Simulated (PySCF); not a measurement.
These compounds are isomers of formula C9H11F.

A. `InChI=1S/C9H11F/c1-3-5-9(4-2)6-8(10)7-9/h1,4,8H,2,5-7H2/t8-,9+`
B. PhCF(CH3)2 (SMILES CC(C)(F)C1=CC=CC=C1)
C. `InChI=1S/C9H11F/c1-6-4-7(2)8(3)9(10)5-6/h4-5H,1-3H3`
D. `InChI=1S/C9H11F/c1-3-8-4-5-9(10)6-7(8)2/h4-6H,3H2,1-2H3`

Spectrum 1. ¹H NMR (500 MHz, computed): δ 7.68 (m, 2H), 7.65 (m, 2H), 7.57 (m, 1H), 1.65 (m, 6H). ¹³C{¹H} NMR (computed): δ 153.0 (C), 133.8 (CH), 132.2 (CH), 128.8 (CH), 98.7 (C), 32.6 (CH3).

Spectrum 2. ¹H NMR (500 MHz, computed): δ 7.06 (s, 1H), 7.04 (m, 1H), 2.42 (s, 3H), 2.32 (s, 3H), 2.24 (s, 3H). ¹³C{¹H} NMR (computed): δ 170.5 (C), 144.7 (C), 142.3 (C), 130.2 (CH), 125.5 (C), 118.9 (CH), 23.7 (CH3), 22.9 (CH3), 12.4 (CH3).

Spectrum 3. ¹H NMR (500 MHz, computed): δ 6.51 (m, 1H), 5.57 (m, 1H), 5.38 (m, 1H), 5.01 (m, 1H), 3.11 (m, 2H), 2.36 (m, 2H), 2.26 (d, 2H), 1.49 (t, 1H). ¹³C{¹H} NMR (computed): δ 158.6 (CH), 124.2 (CH2), 87.6 (C), 84.6 (CH), 77.0 (CH), 42.4 (CH2), 35.4 (CH2), 35.0 (C).

Spectrum 4. ¹H NMR (500 MHz, computed): δ 7.37 (m, 1H), 7.15 (m, 1H), 7.15 (m, 1H), 2.62 (q, 2H), 2.44 (s, 3H), 1.13 (t, 3H). ¹³C{¹H} NMR (computed): δ 171.3 (C), 143.8 (C), 142.4 (C), 135.8 (CH), 122.7 (CH), 119.1 (CH), 30.7 (CH2), 22.4 (CH3), 19.2 (CH3).

PySCF calculation with PBE0/pcSseg-1 with gauge-including orbitals and GFN2-xTB structure; no relativistic terms, one computed conformer, equivalent nuclei averaged, no solvent.

Shifts are taken against calculated references (same method and geometry level): ¹H, ¹³C against TMS. Splittings of carbon signals by F and P are missing where no couplings were computed. Where no couplings were computed, multiplicities follow the n + 1 count of equivalent neighbours, and m marks all less simple cases (inequivalent or close neighbours, rings, F or P nearby). Shifts are as computed. Against solution values, carbons near 30 ppm lie about +3 ppm off and those near 130 ppm about +5 ppm. Of 1211 compounds with measured shifts, 218 miss one by over three times the rms of a fit or turn the order of signals round; such compounds aren't used in these exercises.

Question: Which spectrum belongs to which compound?

Answer: 1–B, 2–C, 3–A, 4–D.

- Spectrum 1 (B): 6 ¹³C signals; δC 133.8 is an aromatic CH; δC 132.2 is an aromatic CH.
- Spectrum 2 (C): 9 ¹³C signals; δC 170.5 is an aromatic carbon bearing fluorine; δC 130.2 is an aromatic CH.
- Spectrum 3 (A): 8 ¹³C signals; δC 158.6 is an alkene CH; δC 124.2 is a terminal =CH2 carbon.
- Spectrum 4 (D): 9 ¹³C signals; δC 171.3 is an aromatic carbon bearing fluorine; δC 135.8 is an aromatic CH.
